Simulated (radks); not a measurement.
Results of a calculation; reference values are marked as such.
Effect of the nuclear size on the copper ion Cu2+, [Ar] 3d9. Code: a radial shooting solver on a logarithmic mesh with Libxc functionals. Model: Dirac Kohn-Sham, LDA (Slater exchange, Perdew-Wang correlation), spin-unpolarised, spherical densities, finite nucleus; open shells fill j = l - 1/2 first; Fermi nuclear charge, rms radius 3.8823 fm. The rms radius is varied about that value; shifts are against it.

| rms radius (fm) | total energy shift (eV) | density at nucleus (e/bohr^3) | 1s1/2 shift (meV) | 2s1/2 shift (meV) | 3s1/2 shift (meV) |
|---|---|---|---|---|---|
| 3.2844 | -0.0554 | 2.227e+04 | -23.6 | -2.23 | -0.337 |
| 3.529 | -0.0338 | 2.218e+04 | -14.4 | -1.36 | -0.205 |
| 3.8823 | 0 | 2.207e+04 | 0.000 | 0.000 | 0.000 |
| 4.1385 | 0.0264 | 2.2e+04 | 11.3 | 1.06 | 0.161 |
| 4.3831 | 0.0532 | 2.193e+04 | 22.6 | 2.14 | 0.323 |

Slopes of the eigenvalues against <r^2> in GHz/fm^2, as finite differences over the two radii next to the reference (eigenvalue slopes, not the field-shift constants of lines): 1s1/2 1330, 2s1/2 126, 3s1/2 18.9.
